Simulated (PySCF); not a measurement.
Telling isomers of C4H13FOSi3 apart by NMR

Computed data (PySCF 2.14.0 with density-fitted response routines): shielding tensors at PBE0/pcSseg-1 (GIAO), coordinates at the GFN2-xTB level. Single conformer, rapidly exchanging positions averaged, in vacuum, non-relativistic Hamiltonian.

Scale: TMS for 1H (σref 31.72) and 13C (σref 186.93) (reference shieldings calculated alike). Splittings of carbon signals by F and P are missing where no couplings were computed. Where no couplings were computed, multiplicities follow the n + 1 count of equivalent neighbours, and m marks all less simple cases (inequivalent or close neighbours, rings, F or P nearby). Shifts are as computed. Against solution values, carbons near 30 ppm lie about +3 ppm off and those near 130 ppm about +5 ppm. Of 1309 compounds with measured shifts, 239 miss one by over three times the rms of a fit or turn the order of signals round; such compounds aren't used in these exercises.

(1) Tabulate the signals of `CC[SiH2]O/C([SiH3])=C/[SiH2]F`, `CC[SiH2]/C(F)=C\[SiH2]O[SiH3]` and their relative energies.

(2) What is the quickest way to tell CC[SiH2]O/C([SiH3])=C/[SiH2]F from CC[SiH2]/C(F)=C\[SiH2]O[SiH3]?

## Answers

(1) 
```tsv
SMILES	carbon types	δC	δH	E rel. (kcal/mol)
CC[SiH2]O/C([SiH3])=C/[SiH2]F	1×C 1×CH 1×CH2 1×CH3	175.1, 115.8, 8.6, 6.8	5.56 (m, 2H), 5.39 (m, 1H), 4.98 (t, 2H), 3.95 (s, 3H), 1.13 (m, 2H), 1.02 (m, 3H)	0.0
CC[SiH2]/C(F)=C\[SiH2]O[SiH3]	1×C 1×CH 1×CH2 1×CH3	192.1, 121.1, 11.3, 8.6	6.16 (m, 1H), 5.29 (d, 2H), 5.13 (s, 3H), 4.41 (m, 2H), 1.28 (t, 3H), 1.06 (m, 2H)	7.6
```

Energies are electronic energies at PBE0/pcSseg-1 on these geometries, without zero-point or thermal terms, each for the one conformer computed, which needn't be the lowest.

(2) Both give the same number of carbon signals, with the same numbers of each carbon type, so the positions decide. The first has an alkene carbon bearing oxygen (C) at 175.1 ppm, the second a fully substituted alkene carbon (C) at 192.1 ppm. In the proton spectra the most deshielded non-exchanging signals are 5.56 (m, 2H) and 6.16 (m, 1H).
